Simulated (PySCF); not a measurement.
GeH₅In, SMILES [GeH3][InH2].

Geometry optimised at PBE0-D3(BJ)/def2-TZVP. The def2 effective core potentials stand for the cores of In; spin–orbit coupling is left out.

All values below come from PBE0-D3(BJ)/def2-TZVP (PySCF).

Frequencies are harmonic and unscaled.

A small imaginary wavenumber (i) marks a very flat motion, where grid noise or a shallow saddle decides the sign.

Computed normal modes with their intensities:
```
mode  ν (cm⁻¹)  IR (km/mol)  moving atoms (share of kinetic energy)
----  --------  -----------  --------------------------------------
1          12i          0.2                                 H 100 %
2          211          3.3                        Ge 58 %, In 39 %
3          281         29.9                                  H 99 %
4          342         37.4                                  H 97 %
5          457          1.5                                  H 93 %
6          510         56.2                                  H 95 %
7          600        376.5                                  H 99 %
8          789        162.5                                  H 97 %
9          883         34.2                                  H 99 %
10         887         39.0                                  H 99 %
11        1800        298.0                                  H 99 %
12        1801        221.4                                 H 100 %
13        2117         91.6                                  H 99 %
14        2131        110.6                                  H 99 %
15        2137        125.0                                  H 98 %
```
